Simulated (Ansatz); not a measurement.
`[F][SnH][F]` radical. Total charge 0; spin multiplicity 2. Sn takes the def2 core potential.

Z-matrix (Å, degrees):
```
Sn
F 1 1.919
F 1 1.919 2 101.8
H 1 1.746 2 106.1 3 110.9
```

(1) What are the harmonic wavenumbers in cm⁻¹ at PBE0-D4/def2-TZVP (Ansatz, finite differences of forces, unscaled)? (An estimate is asked.)

(2) Is this a minimum?

(3) Give the ideal-gas thermochemistry at 298.15 K and 1 bar (rigid rotor, harmonic oscillator; point group Cs, symmetry number 1).

(4) Rotational constants (cm⁻¹)?

Results:

(1) Ansatz gave: 174, 469, 493, 614, 617, 1705.

(2) Yes, all 6 modes are real.

(3) Zero-point energy 24.4 kJ/mol; H(298) − E = 37.9 kJ/mol; entropy 300.4 J/(mol·K), of which translation 172.0, rotation 103.1, vibration 19.5, electronic 5.8; G(298) − E = -51.6 kJ/mol.

(4) 0.3686, 0.1944, 0.1321.
